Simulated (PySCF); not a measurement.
Isomers of C6H9NO. Method: PySCF, TDDFT PBE0/def2-SVPD, vertical, gas phase, core orbitals frozen in the response. Geometries: GFN2-xTB; one conformer of each isolated species. Triplets are in the Tamm–Dancoff approximation.

Question: Rank by computed lowest singlet excitation energy, highest first.
A. `N#C/C=C\COCC`
B. `C=CC(C=C)C(N)=O`
C. `CC#CCNC(C)=O`
D. `C=C1C[C@@H]1NC(C)=O`
E. `C=CCC(=C)NC=O`
F. `C=CC(=O)N(C)C=C`

Answer: C (5.83 eV), B (5.59 eV), D (5.45 eV), E (5.31 eV), A (5.01 eV), F (4.61 eV).

```json
{"SMILES": "CC#CCNC(C)=O", "S1 (eV)": "5.83", "gap (eV)": "7.60", "first f ≥ 0.01 (nm)": "193", "T1 (eV)": "5.30", "f (S1)": "0.001", "LUMO (eV)": "0.40", "S1 mainly": "H→L+1 (47%)"}
{"SMILES": "C=CC(C=C)C(N)=O", "S1 (eV)": "5.59", "gap (eV)": "7.06", "first f ≥ 0.01 (nm)": "205", "T1 (eV)": "4.35", "f (S1)": "0.007", "LUMO (eV)": "-0.22", "S1 mainly": "H→L+1 (83%)"}
{"SMILES": "C=C1C[C@@H]1NC(C)=O", "S1 (eV)": "5.45", "gap (eV)": "6.78", "first f ≥ 0.01 (nm)": "227", "T1 (eV)": "4.33", "f (S1)": "0.014", "LUMO (eV)": "-0.27", "S1 mainly": "H→L (94%)"}
{"SMILES": "C=CCC(=C)NC=O", "S1 (eV)": "5.31", "gap (eV)": "6.26", "first f ≥ 0.01 (nm)": "216", "T1 (eV)": "3.76", "f (S1)": "0.009", "LUMO (eV)": "-0.57", "S1 mainly": "H-2→L (56%)"}
{"SMILES": "CCOC/C=C\\C#N", "S1 (eV)": "5.01", "gap (eV)": "6.26", "first f ≥ 0.01 (nm)": "202", "T1 (eV)": "3.67", "f (S1)": "0.002", "LUMO (eV)": "-1.67", "S1 mainly": "H→L (98%)"}
{"SMILES": "C=CC(=O)N(C)C=C", "S1 (eV)": "4.61", "gap (eV)": "5.42", "first f ≥ 0.01 (nm)": "269", "T1 (eV)": "3.62", "f (S1)": "0.069", "LUMO (eV)": "-1.27", "S1 mainly": "H-1→L (64%)"}
```

H and L stand for HOMO and LUMO.

- `CC#CCNC(C)=O`: Löwdin shares by element: HOMO oxygen 33%, carbon 33% or more, nitrogen 12% (atoms not listed hold the other 23%); LUMO carbon 33% or more, hydrogen 13% or more (atoms not listed hold the other 54%).
- `C=CC(C=C)C(N)=O`: Löwdin shares by element: HOMO oxygen 42%, carbon 28% or more (atoms not listed hold the other 31%); LUMO carbon 73% or more (atoms not listed hold the other 27%).
- `C=C1C[C@@H]1NC(C)=O`: Löwdin shares by element: HOMO nitrogen 35%, carbon 20% or more, oxygen 18% (atoms not listed hold the other 27%); LUMO carbon 66% or more, hydrogen 6% or more (atoms not listed hold the other 28%).
- `C=CCC(=C)NC=O`: Löwdin shares by element: HOMO carbon 53% or more, nitrogen 18%, oxygen 10% (atoms not listed hold the other 19%); LUMO carbon 55% or more, oxygen 15% (atoms not listed hold the other 29%).
- `CCOC/C=C\C#N`: Löwdin shares by element: HOMO oxygen 57%, carbon 18% or more, hydrogen 5% or more (atoms not listed hold the other 20%); LUMO carbon 67% or more, nitrogen 15% (atoms not listed hold the other 18%).
- `C=CC(=O)N(C)C=C`: Löwdin shares by element: HOMO carbon 45% or more, nitrogen 26%, oxygen 12% (atoms not listed hold the other 17%); LUMO carbon 61% or more, oxygen 14% (atoms not listed hold the other 25%).
